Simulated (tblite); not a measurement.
Compound: C5H2BrFO2.
SMILES with atom numbers: `[O:1]=[C:2]([Br:3])[c:4]1[cH:5][c:6]([F:7])[cH:8][o:9]1` (hydrogens: H10 on C5; H11 on C8)

Structure used (GFN2-xTB), in Å, numbered top down from 1:
```xyz
11
C5H2BrFO2 angstrom
O      2.658   -1.191   -0.130
C      2.024   -0.196    0.002
Br     2.934    1.519    0.260
C      0.592   -0.039    0.002
C     -0.384   -1.006   -0.150
C     -1.595   -0.301   -0.070
F     -2.815   -0.818   -0.161
C     -1.290    1.024    0.121
O      0.029    1.175    0.163
H     -0.238   -2.056   -0.296
H     -1.910    1.892    0.233
```

Computed values, GFN2-xTB/tblite, gas phase, harmonic and unscaled. This tight-binding method is rough: wavenumbers can miss measured ones by several per cent, in bad cases by 10 to 20. One conformer, not necessarily the lowest.

Harmonic wavenumbers (cm⁻¹): 51.5, 105.3, 141.1, 238.6, 330.1, 333.9, 398.4, 518.5, 550.3, 598.9, 641.8, 655.6, 756.1, 765.8, 835.8, 962.8, 1009.0, 1089.0, 1119.6, 1253.1, 1288.8, 1374.2, 1472.2, 1583.6, 1813.6, 3177.9, 3199.4.

A = 3335, B = 562.5, C = 481.3 MHz; mass 191.922 u (most abundant isotopes); point group Cs, symmetry number 1.

Q: What is the zero-point energy?

A: ½Σν̃ = 13132 cm⁻¹ = 157.10 kJ/mol.

Q: Entropy at 400 K, 1 bar (ideal gas, RRHO, classical rotation)?

A: Translation 180.53, rotation 130.25, vibration 112.33: S = 423.1 J/(mol K).

Q: And Cp and H(400 K) − H(0)?

A: Cp = 149.01 J/(mol K), of which vibrations give 115.75 (their classical limit is 27 R = 224.5); H(400 K) − H(0) = 37.08 kJ/mol without the zero-point energy, 23.77 from vibrations.

Q: Blend soft modes into free rotors: weight 1/[1 + (100 cm⁻¹/ν̃)⁴] for the oscillator and the rest for a rotor with moment μB/(μ + B), μ = h/(8π²ν), B = 10⁻⁴⁴ kg m². What vibrational entropy results?

A: 104.33 J/(mol K) in place of 112.33, which changes −T·S at 400 K by +3.20 kJ/mol.

Q: How do the functions run with temperature in this model?

A: 
```tsv
T (K)	S (J/(mol K))	Cp (J/(mol K))	H − H(0) (kJ/mol)	G − H(0) (kJ/mol)	ln q(vib)
50	249.9	47.3	1.94	-10.55	0.33
100	287.3	62.3	4.68	-24.05	1.09
298.15	383.1	123.3	23.16	-91.08	4.54
373.15	413.0	142.8	33.16	-120.94	5.88
500	458.6	168.8	53.01	-176.28	8.13
750	533.7	200.7	99.62	-300.69	12.33
1000	594.1	218.5	152.22	-441.93	16.11
```

q(vib) and H(0) count from the zero-point level.

Q: What must be added to the electronic energy to get the Gibbs energy at 400 K and 1 bar?

A: ZPE + [H(400 K) − H(0)] − T·S = 157.10 + 37.08 − 169.24 = 24.94 kJ/mol.

Hindered rotation and anharmonicity are outside this model. Other conformers, if any are populated, would add a mixing term that is left out.
